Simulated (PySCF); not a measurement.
Electronic absorption of C5H10OSi2

C₅H₁₀OSi₂.
Cartesian coordinates in Å at the PBE0-D3(BJ)/def2-SVP level; atoms count from 1:
```
atom  x, y, z in Å
C1     3.852    0.221   -0.484
C2     2.495   -0.109   -0.093
C3     1.352   -0.380    0.237
Si4   -0.364   -0.800    0.702
C5    -1.433   -1.152   -0.819
C6    -1.963    0.217   -1.299
Si7   -2.270    1.253    0.261
O8    -1.160    0.549    1.308
H9     4.106    1.250   -0.186
H10    3.981    0.142   -1.574
H11    4.577   -0.457   -0.006
H12   -0.347   -1.882    1.723
H13   -2.270   -1.797   -0.498
H14   -0.897   -1.698   -1.612
H15   -1.188    0.733   -1.892
H16   -2.848    0.123   -1.948
H17   -3.653    1.098    0.807
H18   -1.985    2.706    0.082
```

Method: TDDFT CAM-B3LYP/def2-SVPD, vertical, gas phase, core orbitals frozen in the response (PySCF 2.14.0, density-fitted response routines).

Task: List the vertical singlet excitations with oscillator strengths and describe the spectrum.

Result: 

| state | E (eV) | E (hartree) | f | \|μ\| (D) | main configurations (H = HOMO, L = LUMO) |
| --- | --- | --- | --- | --- | --- |
| S1 | 5.77 | 0.2121 | 0.0002 | 0.10 | H→L (62%) |
| S2 | 6.08 | 0.2234 | 0.0004 | 0.14 | H-1→L (37%), H→L+2 (14%), H→L+1 (11%) |
| S3 | 6.15 | 0.2260 | 0.0004 | 0.12 | H-1→L+2 (28%), H-1→L+1 (24%), H-1→L+4 (21%) |
| S4 | 7.19 | 0.2641 | 0.017 | 0.80 | H→L+1 (49%), H→L+2 (32%) |
| S5 | 7.30 | 0.2684 | 0.0095 | 0.58 | H-1→L+2 (36%), H-1→L+1 (34%), H-1→L (9%) |
| S6 | 7.38 | 0.2711 | 0.011 | 0.62 | H-2→L (50%), H-1→L+2 (8%) |
| S7 | 7.57 | 0.2783 | 0.012 | 0.66 | H-3→L (39%), H-4→L (22%) |
| S8 | 7.67 | 0.2817 | 0.124 | 2.06 | H-4→L (25%), H-2→L+1 (20%), H→L+2 (10%) |
| S9 | 7.71 | 0.2835 | 0.061 | 1.45 | H-4→L (16%), H-2→L+3 (15%), H-2→L+1 (12%) |
| S10 | 7.96 | 0.2925 | 0.251 | 2.88 | H-2→L+1 (17%), H-2→L+3 (13%), H-4→L+1 (11%) |

Triplets, Tamm–Dancoff:

```
state  E (eV)  λ (nm)  main configurations (H = HOMO, L = LUMO)
   T1    4.86   255.0     H-1→L (37%), H→L+1 (10%), H→L+2 (10%)
   T2    5.27   235.1     H→L (41%), H-1→L+2 (9%), H-1→L+4 (9%)
   T3    5.31   233.6     H-1→L (24%), H→L+2 (17%), H→L+4 (15%)
   T4    5.90   210.2   H→L (23%), H-1→L+2 (21%), H-1→L+1 (20%)
```

The lowest singlet lies at 5.77 eV (215 nm, ultraviolet) and is dark (f under 0.0005); its leading configuration is HOMO→LUMO (62%). The most intense listed level is S10 at 7.96 eV (156 nm, f = 0.251), 2.19 eV above S1. It is the last of those listed, so stronger ones may follow. Löwdin shares by element: HOMO carbon 71% or more, silicon 8% or more (atoms not listed hold the other 21%); LUMO carbon 31% or more, silicon 21% or more, oxygen 10% (atoms not listed hold the other 39%). The oscillator strengths of these states sum to 0.487; summed over the whole spectrum of an exact calculation they would give the number of electrons, 76 (Thomas–Reiche–Kuhn). The listed states span 2.19 eV, and the widest gap between neighbours is 1.04 eV (S3 to S4). Orbital energies (eV): HOMO-3 -9.98, HOMO-2 -9.71, HOMO-1 -9.13, HOMO -8.93, LUMO 0.89, LUMO+1 1.04, LUMO+2 1.29. The vertical ionisation energy (ΔSCF) is 9.64 eV, 1.68 eV above S10. Singlets were solved by full linear response, triplets in the Tamm–Dancoff approximation.

One conformer stands for the species.
